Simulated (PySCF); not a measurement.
A structure optimised at PBE0-D3(BJ)/def2-SVP, used in a PySCF frequency run:

```
O
Ge 1 1.7765
Ge 1 1.7765 2 129.72
H 2 1.5351 1 105.85 3 180.00
H 3 1.5351 1 105.85 2 180.00
H 3 1.5433 5 111.16 1 -118.63
H 3 1.5433 5 111.16 6 -122.74
H 2 1.5433 4 111.16 1 -118.63
H 2 1.5433 4 111.16 8 -122.74
```

Task: Write its SMILES, formula and point group.

Result: [GeH3][O][GeH3], Ge2H6O, C2v

Task: What are its rotational constants (standard atomic weights)?

Result: 24.512, 1.2373, 1.2143 GHz
